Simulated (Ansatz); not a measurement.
C3H7Br, SMILES `CC(C)Br`. The species carries charge 0 and has multiplicity 1.

Cartesian coordinates in Å:
```
C -0.8045 0.5707 0.8382
C 0.3803 -0.2177 0.3361
C 0.3259 -0.5132 -1.1427
Br 2.0339 0.7741 0.7370
H -0.7298 0.7708 1.9071
H -0.8876 1.5244 0.3129
H -1.7208 -0.0005 0.6568
H 0.5010 -1.1376 0.9083
H -0.5702 -1.1037 -1.3597
H 0.2738 0.4109 -1.7222
H 1.1981 -1.0782 -1.4717
```

(1) What are the harmonic wavenumbers in cm⁻¹ at PBE0-D4/def2-TZVP (Ansatz, finite differences of forces, unscaled)? (Best estimate.)

(2) Is this a minimum?

(3) Give the ideal-gas thermochemistry at 298.15 K and 1 bar (rigid rotor, harmonic oscillator; point group Cs, symmetry number 1).

(4) Rotational constants (cm⁻¹)?

## Answers

(1) Computed: 245, 264, 285, 299, 403, 558, 908, 937, 955, 1058, 1160, 1181, 1255, 1355, 1400, 1412, 1470, 1475, 1483, 1496, 3044, 3048, 3106, 3118, 3127, 3148, 3153.

(2) Yes, all 27 modes are real.

(3) Zero-point energy 247.3 kJ/mol; H(298) − E = 264.0 kJ/mol; entropy 313.9 J/(mol·K), of which translation 168.9, rotation 109.6, vibration 35.5; G(298) − E = 170.4 kJ/mol.

(4) 0.2708, 0.09705, 0.07656.
